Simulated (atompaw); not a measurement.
How hard is this Ag PAW (atompaw) potential?

atompaw 4.2.0.5 input, output lines left out:

```
Ag 47
LDA-PW scalarrelativistic loggrid 1500 logderivrange -9 5 351
5 5 4 0 0 0
5 0 1
5 1 0
0 0 0
c
c
c
v
v
c
c
v
v
c
v
2
2.00 1.90 1.35 1.70
n
n
y
0.9
n
custom rrkj gramschmidtortho sinc
bessel
1.25
2.00
1.55
2.00
1.25
1.25
```

The pseudo-atom Hamiltonian at the reference potential is diagonalised in spherical Bessel functions j_l(qr) that vanish at 20 bohr, with q² up to the cutoff. All-electron valence levels (Ry): 4s -6.9881, 5s -0.3464, 4p -4.3120, 5p -0.0619, 4d -0.5632.

How do the lowest levels (Ry) of each channel move with the cutoff, and are there ghosts?

```json
{"cutoff (Ry)": "8", "s #1": "-3.8794", "s #2": "-0.3435", "p #1": "-0.0763", "p #2": "0.0517", "p #3": "0.1697", "d #1": "0.0604", "d #2": "0.1321", "f #1": "0.1125", "Σ f·Δε (mRy)": "37868.9"}
{"cutoff (Ry)": "12", "s #1": "-6.1208", "s #2": "-0.3461", "p #1": "-2.1384", "p #2": "-0.0603", "p #3": "0.0553", "d #1": "0.0568", "d #2": "0.1152", "f #1": "0.1125", "Σ f·Δε (mRy)": "20975.1"}
{"cutoff (Ry)": "18", "s #1": "-6.8435", "s #2": "-0.3463", "p #1": "-4.0043", "p #2": "-0.0618", "p #3": "0.0549", "d #1": "0.0198", "d #2": "0.0774", "f #1": "0.1125", "Σ f·Δε (mRy)": "7963.9"}
{"cutoff (Ry)": "30", "s #1": "-6.9804", "s #2": "-0.3464", "p #1": "-4.3072", "p #2": "-0.0619", "p #3": "0.0549", "d #1": "-0.2075", "d #2": "0.0668", "f #1": "0.1125", "Σ f·Δε (mRy)": "3600.1"}
{"cutoff (Ry)": "40", "s #1": "-6.9875", "s #2": "-0.3464", "p #1": "-4.3110", "p #2": "-0.0619", "p #3": "0.0549", "d #1": "-0.4469", "d #2": "0.0654", "f #1": "0.1125", "Σ f·Δε (mRy)": "1168.7"}
{"cutoff (Ry)": "50", "s #1": "-6.9876", "s #2": "-0.3464", "p #1": "-4.3115", "p #2": "-0.0619", "p #3": "0.0549", "d #1": "-0.5427", "d #2": "0.0651", "f #1": "0.1125", "Σ f·Δε (mRy)": "208.2"}
{"cutoff (Ry)": "60", "s #1": "-6.9877", "s #2": "-0.3464", "p #1": "-4.3119", "p #2": "-0.0619", "p #3": "0.0549", "d #1": "-0.5601", "d #2": "0.0650", "f #1": "0.1125", "Σ f·Δε (mRy)": "30.8"}
{"cutoff (Ry)": "80", "s #1": "-6.9879", "s #2": "-0.3464", "p #1": "-4.3120", "p #2": "-0.0619", "p #3": "0.0549", "d #1": "-0.5624", "d #2": "0.0650", "f #1": "0.1125", "Σ f·Δε (mRy)": "7.3"}
{"cutoff (Ry)": "110", "s #1": "-6.9880", "s #2": "-0.3464", "p #1": "-4.3120", "p #2": "-0.0619", "p #3": "0.0549", "d #1": "-0.5629", "d #2": "0.0650", "f #1": "0.1125", "Σ f·Δε (mRy)": "1.9"}
{"cutoff (Ry)": "140", "s #1": "-6.9880", "s #2": "-0.3464", "p #1": "-4.3120", "p #2": "-0.0619", "p #3": "0.0549", "d #1": "-0.5630", "d #2": "0.0650", "f #1": "0.1125", "Σ f·Δε (mRy)": "0.8"}
{"cutoff (Ry)": "180", "s #1": "-6.9880", "s #2": "-0.3464", "p #1": "-4.3121", "p #2": "-0.0619", "p #3": "0.0549", "d #1": "-0.5631", "d #2": "0.0650", "f #1": "0.1125", "Σ f·Δε (mRy)": "0.2"}
{"cutoff (Ry)": "400", "s #1": "-6.9880", "s #2": "-0.3464", "p #1": "-4.3121", "p #2": "-0.0619", "p #3": "0.0549", "d #1": "-0.5631", "d #2": "0.0650", "f #1": "0.1125", "Σ f·Δε (mRy)": "0.0"}
```

Result: no extra level below or beside the all-electron valence levels (s, p, d, f tested); 10 mRy is reached at 70 Ry and 1 mRy at 140 Ry.
